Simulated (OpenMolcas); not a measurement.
## Xe3+: RASPT2 settings compared

```json
{
  "Program": "OpenMolcas",
  "Basis": "ANO-R2 [7s6p4d2f1g]",
  "Scalar Hamiltonian": "X2C, finite nucleus",
  "Active space": "5 electrons in 9 orbitals (RAS2 5s 5p; RAS3 5d, at most 2 electrons)",
  "State averaging": "2S+1 = 4 odd, 1 root; 2S+1 = 2 odd, 11 roots kept (CI in the orbitals of an earlier block); 2S+1 = 4 even, 3 roots; 2S+1 = 2 even, 9 roots kept (CI in the orbitals of an earlier block)",
  "Spin-orbit coupling": "state interaction with AMFI integrals over the reference wave functions, term energies averaged over their components"
}
```

Methods on the same reference wave functions:
A. RASSCF
B. SS-RASPT2, IPEA 0.5 Eh, imaginary shift 0.15 Eh (closed shells correlated: none)
C. SS-RASPT2, IPEA 0.15 Eh, no level shift (closed shells correlated: 4d)
D. SS-RASPT2, IPEA 0.4 Eh, real shift 0.1 Eh (closed shells correlated: 4d)
E. MS-RASPT2, IPEA 0.4 Eh, real shift 0.1 Eh (closed shells correlated: 4d)
F. MS-RASPT2, IPEA 0.5 Eh, imaginary shift 0.15 Eh (closed shells correlated: none)

Energies in cm⁻¹ above 5s² 5p³ ⁴S°_3/2, the measured ground level; measured values from Saloman, J. Phys. Chem. Ref. Data 33, 765 (2004).

```tsv
Level	A	B	C	D	E	F	Measured
5s² 5p³ ⁴S°_3/2	0.0	0.0	0.0	0.0	0.0	0.0	0.0
5s² 5p³ ²D°_3/2	16614	14100	13730	13860	13850	14100	13267
5s² 5p³ ²D°_5/2	20507	17780	17370	17510	17530	17790	17511
5s² 5p³ ²P°_1/2	31375	29030	28680	28820	28650	28990	28036
5s² 5p³ ²P°_3/2	37221	34900	34560	34690	34650	34910	35650
5s 5p⁴ ⁴P_5/2	96903	96950	99820	99910	99940	96960	99664
5s 5p⁴ ⁴P_3/2	103324	103390	106290	106370	106400	103400	106923
5s 5p⁴ ⁴P_1/2	105692	105700	108500	108600	108630	105710	109254
```

Deviations, from unrounded energies. A percentage is the sum of absolute deviations over the sum of measured energies, with the sign that they share, or ± where signs differ.

```json
{"Against measurement": "mean absolute deviation (cm-1)", "Levels": "7", "A": "3000", "B": "1800", "C": "560", "D": "540", "E": "520", "F": "1800"}
{"Against measurement": "other terms of the ground configuration (%)", "Levels": "4", "A": "+11.9", "B": "±3.0", "C": "±2.5", "D": "±2.5", "E": "±2.4", "F": "±3.0"}
{"Against measurement": "other configurations (%)", "Levels": "3", "A": "-3.1", "B": "-3.1", "C": "±0.5", "D": "±0.5", "E": "±0.5", "F": "-3.1"}
```

D, E lie about equally close to measurement and A furthest from it. The largest miss of E in the table is 5s² 5p³ ²P°_3/2, by -1000 cm-1. The ranking rests on the paired levels alone, and a cruder setting can come out closer through cancelling errors.

Among B to F the level of the table that moves most is 5s 5p⁴ ⁴P_3/2, by 3000 cm-1 (lowest in B, highest in E). Moves below CASPT2's spread within the term are not significant.

From A to B the spin-free energies of the other terms of 5s² 5p³ shown, above ⁴S°, scale by factors of 0.84 to 0.91.

The lowest spin-free term lies below A's lowest term by 0.022 hartree in B, 0.482 hartree in C, 0.480 hartree in D, 0.480 hartree in E, 0.022 hartree in F.

CASPT2 breaks the degeneracy within a term, and the mean is taken; among the terms shown or strongly mixed into the levels shown the widest spread is 34 cm-1 (5s² 5p³ ²D°, E). Over all roots computed the reference weight is 0.83 to 0.94 in C; the roots of lowest weight are the least certain, and an intruder state may touch them. Terms from blocks run as CI alone lack orbitals of their own. The run also gave levels led by 5s² 5p² 5d, which use shells meant for correlation; these and all levels above them are left out. Some terms mix strongly with configurations of 5d, whose occupation reaches 0.27 (5s 5p⁴ ²D). Computed and measured levels are paired by configuration, term and J; levels that our copy of the source lacks, or whose pairing is in doubt (as where it misses far off the trend of its configuration), stay unpaired and out of the deviations. Levels of configurations outside the active space are missing. Levels that lie high or do not pair safely by name in every column are left out.

° marks odd parity.
